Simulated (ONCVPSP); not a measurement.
## Cutoff test, silver, ONCV

Ag (Z = 47), optimised norm-conserving Vanderbilt (ONCV), made with ONCVPSP 4.0.1 (PBE, scalar-relativistic). Core [Ar] 3d10, reference 4s2 4p6 4d10 5s0.75 (charge +0.25). Waves: 4s+5s: rc 2.20 bohr, ncon 3, nbas 7, qcut 9 1/bohr, 2 projectors; 4p: rc 1.60 bohr, ncon 3, nbas 6, qcut 9.9 1/bohr, 2 projectors, debl 2.6 Ha; 4d: rc 1.60 bohr, ncon 4, nbas 8, qcut 12 1/bohr, local. Local part: the d channel. Core correction: Teter function, fcfact 3.5, rcfact 1.1.

**Question.** For each optimised wave give the share of its norm inside rc, the residual kinetic energy above qcut (Ha) and the cutoffs (Ha) for errors of 10, 1, 0.1 and 0.01 mHa per electron.

**Answer.**

```json
{"wave": "4s", "norm inside rc": "0.998", "residual KE": "2.5e-11", "10 mHa": "7.4", "1 mHa": "9.6", "0.1 mHa": "12.4", "0.01 mHa": "20.4"}
{"wave": "5s", "norm inside rc": "0.243", "residual KE": "2.0e-11", "10 mHa": "5.5", "1 mHa": "8.4", "0.1 mHa": "18.6", "0.01 mHa": "23.5"}
{"wave": "4p", "norm inside rc": "0.935", "residual KE": "4.2e-08", "10 mHa": "14.7", "1 mHa": "18.5", "0.1 mHa": "28.5", "0.01 mHa": "36.7"}
{"wave": "p projector 2", "norm inside rc": "0.098", "residual KE": "2.2e-08", "10 mHa": "12.8", "1 mHa": "16.7", "0.1 mHa": "28.2", "0.01 mHa": "36.7"}
{"wave": "4d", "norm inside rc": "0.694", "residual KE": "6.2e-09", "10 mHa": "27.1", "1 mHa": "35.8", "0.1 mHa": "43.5", "0.01 mHa": "50.4"}
```

The occupied waves need 36 Ha and 44 Ha for 1 and 0.1 mHa.
